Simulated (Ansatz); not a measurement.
`C=C(CCl)[SiH2]F` + CH₃OH → `CO[SiH2]F` + `C=CCCl`  (ligand exchange at the Si–C bond)

Program: Ansatz. Geometries: PBE0-D4/def2-TZVP. ΔE: electronic, gas phase. CCSD(T)/CBS adds triple-zeta CCSD(T) − MP2 to the extrapolated MP2 energy (def2 sets, frozen cores). This one scheme is used for every species. DFT in def2-TZVPP. B3LYP here is the variant with VWN-RPA as its local correlation; programs differ in this. Each species was taken in one conformer, which may not be the lowest.

```csv
level,ΔE (kJ/mol),difference from CCSD(T)/CBS
r2SCAN-D4,-110.6,0.3
PBE0-D4,-103.2,7.7
ωB97X-V,-110.4,0.5
ωB97M-V,-110.2,0.7
B2PLYP,-118.1,-7.2
PBE,-104.6,6.3
PBE0,-107.6,3.3
B3LYP,-119.9,-9.0
HF/def2-TZVPP,-132.3,-21.4
SCS-MP2/def2-TZVPP,-115.3,-4.4
CCSD/def2-TZVPP,-114.6,-3.7
CCSD(T)/def2-TZVPP,-111.4,-0.5
HF/def2-QZVPP,-134.0,-23.1
MP2/def2-QZVPP,-111.9,-1.0
HF/CBS(def2),-134.3,-23.4
CCSD/CBS(def2),-114.1,-3.2
CCSD(T)/CBS,-110.9,0
```

Largest T1 diagnostic among the species: 0.011.

In def2-TZVPP, CCSD(T) changes the Hartree–Fock value by +21.0 kJ/mol (the triples alone add +3.3 kJ/mol) and MP2 by +20.8 kJ/mol. From PBE to PBE0 (25 % exact exchange), in def2-TZVPP and without D4, ΔE moves by −3.1 kJ/mol.
